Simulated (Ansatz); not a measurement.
`[OH][Ge][SH]` + H₂ → `[OH][GeH]` + H₂S at 700 K and 1 bar (hydrogenolysis of a Ge–S bond).

Program: Ansatz. Geometries: PBE0-D4/def2-TZVP. ΔE: electronic, gas phase. CBS: MP2 limit from def2 TZ/QZ plus the TZ coupled-cluster correction, frozen cores. This one scheme is used for every species. For Ge outer-core shells are correlated without core-valence functions, which leaves a few kJ/mol of doubt a bond. Scalar relativity is left out up to krypton. Each species was taken in one conformer, which may not be the lowest.

```tsv
species	CCSD(T)/CBS energy (Eh)	H − E (kJ/mol)	S (J/(mol·K))
`[OH][Ge][SH]`	-2550.31266	107.7	369.4
H₂	-1.17544	46.8	155.3
`[OH][GeH]`	-2152.47759	86.1	302.2
H₂S	-398.97279	64.8	236.9
```

H − E and S are ideal-gas, rigid-rotor, harmonic terms from PBE0-D4/def2-TZVP, for one conformer and one mirror image of each species. The MP2-based limit puts H₂ 0.8 mEh under its directly extrapolated value; such offsets cancel only in part. 1 Eh = 2625.50 kJ/mol, R = 8.31446 J/(mol·K).

Q: By hand: ΔE, ΔH, ΔS and ΔG.

A: ΔE = (-2152.47759) + (-398.97279) − (-2550.31266) − (-1.17544) = 0.03772 Eh = 99.0 kJ/mol. Δ(H − E) = 86.1 + 64.8 − 107.7 − 46.8 = -3.6, so ΔH = 95.4 kJ/mol. ΔS = 302.2 + 236.9 − 369.4 − 155.3 = 14.4 J/(mol·K). ΔG = 95.4 − 700 × (14.4)/1000 = 85.3 kJ/mol.

Q: By hand: the equilibrium constant, and the temperature at which ΔG would vanish if ΔH and ΔS stayed fixed.

A: log₁₀ K = −ΔG/(RT ln 10) = -6.4. ΔG = 0 at ΔH/ΔS = 6625 K, far beyond where these terms or the molecules hold.

The number of gas molecules stays the same, so ΔS is small and ΔH decides. A doubt of 5 kJ/mol in ΔE shifts log₁₀ K by 0.4 here. Other conformers and mirror images would add mixing entropy, several J/(mol·K) or more a flexible species. These are equilibria of isolated gas molecules and say nothing of rates. Largest T1 diagnostic: 0.016 (customary marks: 0.02 for closed shells, 0.045 for open ones).
